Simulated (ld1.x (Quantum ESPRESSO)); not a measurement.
# Which setting gave this result? (Cd (Z = 48), TM)

Base potential:

```json
{
  "Element": "Cd (Z = 48)",
  "Generator": "ld1.x (Quantum ESPRESSO) 7.5",
  "Type": "norm-conserving Troullier–Martins (Kleinman–Bylander form)",
  "Functional": "LDA (PZ)",
  "Relativity": "fully relativistic",
  "Frozen core": "[Ar] 3d10 4s2",
  "Valence charge": "18",
  "Reference configuration": "4p6 4d10 5s1 5p0 (charge +1)",
  "Partial waves": "4p (bound): rc 0.85 bohr; 4d (bound): rc 1.80 bohr; 5s (bound): rc 1.70 bohr",
  "Local potential": "the s channel",
  "Core correction": "Bessel-smoothed model core, default radius (core density twice the valence density)"
}
```

Open shells are filled in proportion to 2j + 1 (rel_dist='average').

Cutoffs, loose and tight: the cutoffs (Ry, on a coarse ladder) from which the occupation-weighted sum of valence levels, in a spherical-Bessel basis at the reference potential, stays within 10 and 1 mRy of its value at 400 Ry. They do not see the model core or the augmentation charge, which bear on the density cutoff. Test errors are all-electron minus pseudo excitation energies from the reference, over the configurations 4p6 4d10 5s2 5p0; 4p6 4d10 5s0 5p0; 4p6 4d9 5s0 5p0; 4p6 4d9 5s2 5p1; 4p6 4d8 5s0 5p0; 4p6 4d10 5s1.5 5p0; 4p5 4d10 5s2 5p0; variants that change the core or the reference have their own tests. The largest error is taken over the tests solved by every variant that gives reliable tests at all, those not shown here included: 4p6 4d10 5s0 5p0; 4p6 4d10 5s2 5p0; 4p6 4d8 5s0 5p0.

Only the p radius is moved (3 further runs of the sweep failed or gave no value and are left out):

```tsv
p radius (bohr)	cutoff, loose	cutoff, tight	bound ghosts	largest test error (meV)
0.86	180 Ry	300 Ry	none	-497
0.94	180 Ry	230 Ry	none	-498
1.08	160 Ry	200 Ry	none	-497
1.26	90 Ry	140 Ry	none	-494
```

Task: One more run gave cutoff, loose: 120 Ry; cutoff, tight: 160 Ry; bound ghosts: none; largest test error (meV): -496. Which value of the p radius was used?

Result: 1.16 bohr. The tight cutoff moves one way along this sweep, from 300 Ry at 0.86 to 140 Ry at 1.26 bohr, which places the run between 1.08 and 1.26 bohr.
